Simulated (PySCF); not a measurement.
Geometries of 3 isomers of C3H7AlO, from PBE0-D3(BJ)/def2-SVP geometry optimisation, gas phase in PySCF 2.14.0. One conformer each, no zero-point energy, no frequencies.

Problem. Which isomer lies lowest at this level?
A.
```xyz
12
angstrom
C     -2.918    0.006   -0.185
C     -1.699   -0.342   -0.629
Al    -0.127    0.222    0.350
O      1.406   -0.206   -0.241
C      2.749   -0.066    0.071
H     -3.845   -0.284   -0.697
H     -3.054    0.606    0.725
H     -1.650   -0.944   -1.547
H     -0.257    1.073    1.685
H      3.221   -1.053    0.225
H      3.293    0.430   -0.753
H      2.922    0.530    0.988
```
B.
```xyz
12
angstrom
C     -2.630    0.015   -0.093
C     -1.690   -0.863    0.273
O     -0.378   -0.624    0.391
Al     0.835    0.435   -0.219
C      2.601    0.216    0.556
H     -3.673   -0.297   -0.146
H     -2.388    1.052   -0.344
H     -1.962   -1.896    0.529
H      0.432    1.461   -1.359
H      2.943   -0.827    0.443
H      3.352    0.871    0.088
H      2.595    0.428    1.638
```
C.
```xyz
12
angstrom
C     -1.383   -1.404   -0.538
C     -0.503   -0.406   -0.383
C     -0.877    0.984    0.030
O      0.810   -0.613   -0.600
Al     2.348    0.131   -0.634
H     -1.045   -2.396   -0.842
H     -2.447   -1.239   -0.363
H     -0.573    1.714   -0.739
H     -1.958    1.081    0.192
H     -0.358    1.267    0.962
H      3.545   -0.832   -0.991
H      2.481    1.679   -0.319
```

Solution. B. That is `C=C[O][AlH][CH3]`, 5.0 kcal/mol below the next.

| SMILES | atoms numbered as above | E (Eh) | relative (kcal/mol) | relative (kJ/mol) | dipole (D) |
| --- | --- | --- | --- | --- | --- |
| C=C[O][AlH][CH3] | [CH2:1]=[CH:2][O:3][AlH:4][CH3:5] | -435.64868 | 0.0 | 0.0 | 1.07 |
| C=C(C)[O][AlH2] | [CH2:1]=[C:2]([CH3:3])[O:4][AlH2:5] | -435.64067 | 5.0 | 21.0 | 1.19 |
| C=[CH][AlH][O]C | [CH2:1]=[CH:2][AlH:3][O:4][CH3:5] | -435.63266 | 10.1 | 42.0 | 0.19 |
